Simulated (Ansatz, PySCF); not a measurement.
The pair A = N2 (SMILES N#N) (first 2 atoms), B = PH3 (SMILES P); geometry from B3LYP-D3(BJ)/def2-TZVP.
(charge 0, multiplicity 1):
```csv
atom,x (Å),y (Å),z (Å)
N,-0.4741,0.5288,-0.2586
N,0.5442,0.1394,-0.2948
P,0.1829,-0.2193,3.7300
H,-0.8032,-0.8356,2.9174
H,-0.0227,1.0599,3.1522
H,1.2379,-0.5433,2.8388
```

Frozen-core correlation. Rows in 6-31G* carry no dispersion term and start afresh at each structure (6-31G* with six Cartesian d functions).

Run with Ansatz (Gaussian basis) for Hartree–Fock, density functionals and correlated methods; PySCF for 6-31G* rows. Each number belongs to the level named beside it.

Total energies (hartree), monomers frozen at their geometry in the pair:

| structure | B3LYP/6-31G* | B3LYP/def2-TZVPPD | MP2/aug-cc-pV(T+d)Z |
|---|---|---|---|
| AB | -452.6635132 | -452.7508999 | -452.0282451 |
| A in the pair's basis | -109.5239563 | -109.5738312 | -109.3636923 |
| B in the pair's basis | -343.1403793 | -343.1778327 | -342.6638382 |
| A | -109.5234894 | -109.5738004 | -109.3634907 |
| B | -343.1402414 | -343.1777812 | -342.6637089 |

Question: Work out the interaction energy without and with the counterpoise correction, and the superposition error, for each level.

Answer: 
E(AB) − E(A) − E(B), times 627.509 kcal/mol, with the monomers in their own basis and then in the pair's basis:
- B3LYP/6-31G*: 0.14 uncorrected, 0.52 corrected; the monomers gain 0.38 kcal/mol from borrowed functions
- B3LYP/def2-TZVPPD: 0.43 uncorrected, 0.48 corrected; the monomers gain 0.05 kcal/mol from borrowed functions
- MP2/aug-cc-pV(T+d)Z: -0.66 uncorrected, -0.45 corrected; the monomers gain 0.21 kcal/mol from borrowed functions

Ansatz is an electronic-structure program.
